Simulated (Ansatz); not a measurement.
`FBCF` and `F[BH][GeH2][F]` differ in one element.

Ansatz, PBE0-D4/def2-TZVP geometries, multiplicity 1. Each molecule was computed in one conformer, which needn't be the lowest.

Scalar relativity is left out up to krypton.

```tsv
property	`FBCF`
HOMO–LUMO gap (PBE0/def2-TZVPP) / eV	8.11
zero-point energy (PBE0-D4/def2-TZVP) / kJ/mol	117.8
size of the dipole moment (PBE/def2-TZVPP) / D	1.99
ideal-gas entropy at 298 K and 1 bar (rigid rotor, harmonic PBE0-D4/def2-TZVP) / J/(mol·K)	288
LUMO energy (PBE0/def2-TZVPP) / eV	-0.85
HOMO energy (PBE/def2-TZVPP) / eV	-7.30
```

Question: Give the same properties after the change, and the shifts. (Estimate.)

Answer: Ansatz gave: 
| property | `F[BH][GeH2][F]` | shift |
| --- | --- | --- |
| HOMO–LUMO gap (PBE0/def2-TZVPP) / eV | 6.36 | -1.75 |
| zero-point energy (PBE0-D4/def2-TZVP) / kJ/mol | 86.8 | -31.0 |
| size of the dipole moment (PBE/def2-TZVPP) / D | 2.40 | 0.41 |
| ideal-gas entropy at 298 K and 1 bar (rigid rotor, harmonic PBE0-D4/def2-TZVP) / J/(mol·K) | 327 | 39 |
| LUMO energy (PBE0/def2-TZVPP) / eV | -2.02 | -1.17 |
| HOMO energy (PBE/def2-TZVPP) / eV | -7.01 | 0.29 |

With PBE0 the HOMO rises by 0.58 eV and the LUMO falls by 1.17 eV, so the gap narrows by about 1.75 eV. PBE moves the HOMO by 0.29 eV and ωB97M-V by 0.79 eV. Dipoles are sizes alone; their direction can turn.
